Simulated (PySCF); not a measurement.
OsS4: breathing scan

Method: PySCF, PBE0, basis Os def2-SVP with ECP60, S def2-SVP (scalar-relativistic core potentials, no spin–orbit coupling, density fitting).

Rigid scan from the singlet minimum (Os–S 2.076 Å (×2), Os–S 2.276 Å (×2), S–S 2.073 Å; Os–S–S 62.9° (×2), S–Os–S 54.2°, S–Os–S 115.1°, S–Os–S 118.5° (×4)). Coordinate: all bonds to the central atom scaled together. Energies in kJ/mol from the minimum.

Predict the curve at 0.88, 0.92, 0.96, 1.00, 1.04, 1.08, 1.14, 1.22, 1.35.


```
scale of all bonds to the centre  E (kJ/mol)  dipole size (D)
                            0.88       589.4             0.45
                            0.92       227.5             0.46
                            0.96        49.5             0.45
                            1.00         0.0             0.43
                            1.04        38.0             0.40
                            1.08       133.8             0.35
                            1.14       340.9             0.27
                            1.22       667.4             0.14
                            1.35      1194.5             0.11
```

At long bonds a restricted determinant can lie too high, and another spin state can fall below this curve.

Stability towards spin polarisation was not tested. No spin–orbit coupling is included, which matters more the heavier the element.

The scan took 24 s on 2 threads of a shared Arm Neoverse V1 host; the process peaked at 1.4 GiB.
